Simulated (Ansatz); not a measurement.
Compare A (`FB1NCO1`) with its isomer B (`NB1OC1F`).

Calculated with Ansatz (gas phase, PBE0-D4/def2-TZVP geometries, no zero-point term in ΔE). CCSD(T)/CBS adds triple-zeta CCSD(T) − MP2 to the extrapolated MP2 energy (def2 sets, frozen cores). DFT in def2-TZVPP. B3LYP here is the variant with VWN-RPA as its local correlation; programs differ in this. Each species was taken in one conformer, which may not be the lowest.

Problem. Which isomer does CCSD(T)/CBS put lower? Give the gap. (Estimate.)

Solution. The calculation gave: A, by 44.0 kcal/mol.

Problem. Give E(B) − E(A) in kcal/mol with MP2/def2-TZVPP, CCSD/def2-TZVPP, PBE-D4, r2SCAN-D4, B3LYP, CCSD(T)/def2-TZVPP, LDA (SPW92). (Estimate.)

Solution. Ansatz gave: MP2/def2-TZVPP 44.9, CCSD/def2-TZVPP 44.9, PBE-D4 38.5, r2SCAN-D4 40.9, B3LYP 40.3, CCSD(T)/def2-TZVPP 44.2, LDA (SPW92) 40.8. None reverses the order clearly.

Problem. Does the order hold for the free energy at 298.15 K (harmonic terms from PBE0-D4)? (Best estimate.)

Solution. Computed: Yes: G(B) − G(A) = +42.9 kcal/mol, for one conformer each.

Largest T1 diagnostic: 0.014.

At CCSD(T), def2-SVP lies +1.8 kcal/mol from the extrapolated value and def2-TZVPP +0.1 kcal/mol. In def2-TZVPP, CCSD(T) changes the Hartree–Fock value by −3.3 kcal/mol (the triples alone add −0.7 kcal/mol) and MP2 by −2.6 kcal/mol.
